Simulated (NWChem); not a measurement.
System: CrNH₂O₂Cl; SMILES [OH][Cr]([Cl])(=[O])=[NH]

```xyz
7

Cr     0.0255    -0.2897     0.0466
O      0.9628    -0.6588     1.2307
N      0.6816    -0.7677    -1.3601
H      1.5919    -1.2107    -1.5783
Cl    -0.2083     1.8572    -0.0285
O     -1.5262    -1.0731     0.2533
H     -1.9125    -1.4204    -0.5768
```
Atoms are numbered in this order, from 1.

Program: NWChem. The geometry was optimised at PBE-D3(BJ)/def2-SVP. Vzz is the largest principal value of the second derivative of the potential at the nucleus (NWChem prints the opposite sign); η is the asymmetry. Non-relativistic.

Q: Estimate the computed values for B3LYP/def2-SVP. Quantities: Vzz Cr1 (a.u.); η Cr1; Vzz O2 (a.u.); η O2; Vzz N3 (a.u.); η N3; Vzz Cl5 (a.u.); η Cl5.

A: 
```
Property         Value
--------------  ------
Vzz Cr1 (a.u.)  -0.427
η Cr1             0.56
Vzz O2 (a.u.)   -0.289
η O2              0.94
Vzz N3 (a.u.)   -0.400
η N3              0.79
Vzz Cl5 (a.u.)   1.804
η Cl5             0.36
```
